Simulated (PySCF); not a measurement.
# Bond curve of GeI⁻

Set-up: basis Ge def2-TZVPPD, I def2-TZVPPD with ECP28; scalar-relativistic core potentials; PySCF 2.14. Energies in eV from Ge + I⁻ in their ground configurations at the same level. State: ³Σ⁻ (triplet), unpaired electrons π ↑↑.

| R (Å) | B97-3 | r²SCAN |
| --- | --- | --- |
| 2.362 | -0.793 | -1.103 |
| 2.472 | -1.134 | -1.418 |
| 2.582 | -1.318 | -1.579 |
| 2.665 | -1.384 | -1.630 |
| 2.747 | -1.406 | -1.639 |
| 2.829 | -1.398 | -1.617 |
| 2.939 | -1.353 | -1.557 |
| 3.077 | -1.265 | -1.450 |
| 3.241 | -1.138 | -1.302 |
| 3.461 | -0.966 | -1.104 |

Problem. Put a parabola through the three lowest points of the B97-3 curve and estimate Re, k and ωe (reduced mass 46.71 u; 1 eV/Å² = 0.16022 mdyn/Å; ωe = 1302.8·√(k/μ) cm⁻¹).

Solution. Through R = 2.665, 2.747, 2.829 Å the second-order coefficient is 2.23 eV/Å², so Re ≈ 2.766 Å, k ≈ 0.715 mdyn/Å and ωe ≈ 161 cm⁻¹. A polynomial fit of higher order to the unrounded B97-3 energies gives Re = 2.761 Å, k = 0.692 mdyn/Å, ωe = 159 cm⁻¹; anharmonicity and rounding make the difference.

The higher-order fit for each curve: B97-3: Re = 2.761 Å, ωe = 159 cm⁻¹, De = 1.41 eV; r²SCAN: Re = 2.726 Å, ωe = 168 cm⁻¹, De = 1.64 eV.

These are scalar-relativistic numbers at best; spin–orbit coupling would shift them, the dissociation energy most. For an ion De counts to the pair picked by the measured ionisation energies or electron affinities, which need not be the lowest pair at this level. The highest Kohn–Sham level is positive in this anion. Much of that is self-interaction error, but it also means that the finite basis helps to hold the extra electron. The state was picked by a PBE0 search and need not be the measured ground state.
